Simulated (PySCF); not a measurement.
## Correlation energy of In (indium, neutral)

[Kr] 4d10 5s1 5p2, high-spin 4P determinant (an excited configuration). Calculation: PySCF 2.14, in def2-TZVPPD with the def2 core potential (28 electrons); scalar relativity through the core potential. Frozen: 4s2 4p6 4d10; 3 electrons correlated.

```csv
level,correlation energy (mhartree)
CCSD,-10.48
(T),-0.08
CCSD(T),-10.56
```

Diagnostics: T1 = 0.0038, D1 = 0.0070, largest double amplitude 0.045.

Cost of the coupled-cluster step: about 1.4 core-seconds, for 3 correlated electrons.
